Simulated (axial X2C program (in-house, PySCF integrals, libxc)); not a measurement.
**CuH along the bond: PBE0, with spin–orbit coupling**

Calculated with an axial X2C code built on PySCF integrals. Two-component (2c) means X2C with spin–orbit coupling and atomic mean-field two-electron Coulomb and Gaunt terms. Basis: Cu dyall-cv3z [9s9p6d3f2g], H dyall-v3z [6s2p1d] (cores contracted in-house); Gaussian nuclei, density fitting, unrestricted open shells. Masses: Cu 62.930 u, H 1.008 u.

State: Ω = 0 (closed shell). Dipoles are positive if H is the positive end.

Results along the bond:

| R (Å) | μ (D) | HOMO (eV) | LUMO (eV) |
| --- | --- | --- | --- |
| 1.271 | -2.397 | -6.62 | -1.73 |
| 1.329 | -2.473 | -6.62 | -1.80 |
| 1.373 | -2.529 | -6.61 | -1.85 |
| 1.417 | -2.584 | -6.61 | -1.90 |
| 1.461 | -2.637 | -6.62 | -1.95 |
| 1.512 | -2.699 | -6.62 | -2.01 |
| 1.563 | -2.761 | -6.63 | -2.07 |
| 1.629 | -2.839 | -6.64 | -2.15 |
| 1.709 | -2.935 | -6.65 | -2.24 |
| 1.826 | -3.073 | -6.66 | -2.39 |

Occupations by symmetry block were frozen at the best pattern of an incomplete PBE0 search. Closed shells are restricted here (equal orbitals for both partners); the stretched side of such a curve lies too high.
